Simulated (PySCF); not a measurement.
Compound: C8H8O2.
Bonds: C1–C2 (triple), C2–C3, C3–O4 (double), C3–C5, C5–C6, C6–C7 (triple), C7–C8, C8–C9, C9–O10. Hydrogens: H11 on C1; H12, H13 on C5; H14, H15 on C8; H16, H17 on C9; H18 on O10.

A GFN2-xTB structure was refined with CAM-B3LYP/6-31G* geometry optimisation, gas phase (PySCF 2.14.0). Its GFN2-xTB values:

| coordinate | GFN2-xTB |
| --- | --- |
| C1≡C2 | 1.201 Å |
| C1–H11 | 1.051 Å |
| C2–C3 | 1.439 Å |
| C3=O4 | 1.206 Å |
| C3–C5 | 1.525 Å |
| C5–C6 | 1.447 Å |
| C5–H12 | 1.095 Å |
| C6≡C7 | 1.199 Å |
| C7–C8 | 1.447 Å |
| C8–C9 | 1.542 Å |
| C8–H14 | 1.092 Å |
| C9–O10 | 1.401 Å |
| C9–H16 | 1.093 Å |
| O10–H18 | 0.969 Å |
| C1–C2–C3 | 179.6° |
| C2–C3–O4 | 123.5° |
| C2–C3–C5 | 112.3° |
| C3–C5–C6 | 109.3° |
| O4–C3–C5 | 124.2° |
| C5–C6–C7 | 172.6° |
| C6–C7–C8 | 174.5° |
| C8–C9–O10 | 112.9° |
| C7–C8–C9–O10 | -60° |

Problem. How do these coordinates change at the CAM-B3LYP/6-31G* level?

Solution. 
```json
{"coordinate": "C1–H11", "CAM-B3LYP/6-31G* (Å or °)": "1.068", "change": "+0.017"}
{"coordinate": "C2–C3", "CAM-B3LYP/6-31G* (Å or °)": "1.454", "change": "+0.015"}
{"coordinate": "C7–C8", "CAM-B3LYP/6-31G* (Å or °)": "1.461", "change": "+0.014"}
{"coordinate": "C5–C6", "CAM-B3LYP/6-31G* (Å or °)": "1.454", "change": "+0.007"}
{"coordinate": "C3=O4", "CAM-B3LYP/6-31G* (Å or °)": "1.211", "change": "+0.005"}
{"coordinate": "O10–H18", "CAM-B3LYP/6-31G* (Å or °)": "0.974", "change": "+0.005"}
{"coordinate": "C6≡C7", "CAM-B3LYP/6-31G* (Å or °)": "1.203", "change": "+0.004"}
{"coordinate": "C8–H14", "CAM-B3LYP/6-31G* (Å or °)": "1.096", "change": "+0.004"}
{"coordinate": "C3–C5", "CAM-B3LYP/6-31G* (Å or °)": "1.528", "change": "+0.003"}
{"coordinate": "C5–H12", "CAM-B3LYP/6-31G* (Å or °)": "1.098", "change": "+0.003"}
{"coordinate": "C1≡C2", "CAM-B3LYP/6-31G* (Å or °)": "1.203", "change": "+0.002"}
{"coordinate": "C8–C9", "CAM-B3LYP/6-31G* (Å or °)": "1.541", "change": "-0.001"}
{"coordinate": "C9–H16", "CAM-B3LYP/6-31G* (Å or °)": "1.094", "change": "+0.001"}
{"coordinate": "C9–O10", "CAM-B3LYP/6-31G* (Å or °)": "1.402", "change": "+0.001"}
{"coordinate": "C6–C7–C8", "CAM-B3LYP/6-31G* (Å or °)": "170.3", "change": "-4.2"}
{"coordinate": "C2–C3–C5", "CAM-B3LYP/6-31G* (Å or °)": "114.8", "change": "+2.5"}
{"coordinate": "C2–C3–O4", "CAM-B3LYP/6-31G* (Å or °)": "121.5", "change": "-2.0"}
{"coordinate": "C3–C5–C6", "CAM-B3LYP/6-31G* (Å or °)": "111.0", "change": "+1.7"}
{"coordinate": "C1–C2–C3", "CAM-B3LYP/6-31G* (Å or °)": "178.8", "change": "-0.8"}
{"coordinate": "O4–C3–C5", "CAM-B3LYP/6-31G* (Å or °)": "123.7", "change": "-0.5"}
{"coordinate": "C8–C9–O10", "CAM-B3LYP/6-31G* (Å or °)": "112.5", "change": "-0.4"}
{"coordinate": "C5–C6–C7", "CAM-B3LYP/6-31G* (Å or °)": "172.5", "change": "-0.1"}
{"coordinate": "C7–C8–C9–O10", "CAM-B3LYP/6-31G* (Å or °)": "-57", "change": "+3"}
```

The energy falls by 5.6 kJ/mol over 7 energy and gradient evaluations, the largest force component goes from 0.0135 to 1.7e-04 Eh/bohr, and the atoms move by 0.085 Å rms after alignment. The bond that changes most is C1–H11 (terminal alkyne carbon to alkyne hydrogen), which lengthens by 0.017 Å. Bonds longer at the end by more than 0.005 Å: 6 of 17; shorter: 0. Rotational constants go from 3317, 611.4, 526.6 to 3278, 621.6, 533.1 MHz.

The run used 156 basis functions and 53 SCF cycles in all. On 4 threads of an Intel Xeon 6975P-C, shared host with 192 logical CPUs at a one-minute load of 74, this took 37 s wall, 3.5 min CPU and 1.1 GiB of memory at its peak.

No CAM-B3LYP/6-31G* frequencies stand behind this structure, so it isn't proved a minimum. One conformer, not necessarily the lowest.

Conformer computed: `[CH:1]#[C:2][C:3](=[O:4])[CH2:5][C:6]#[C:7][CH2:8][CH2:9][OH:10]`: C2–C3–C5–C6 -179°, C7–C8–C9–O10 -57°, H–O10–C9–C8 64°.
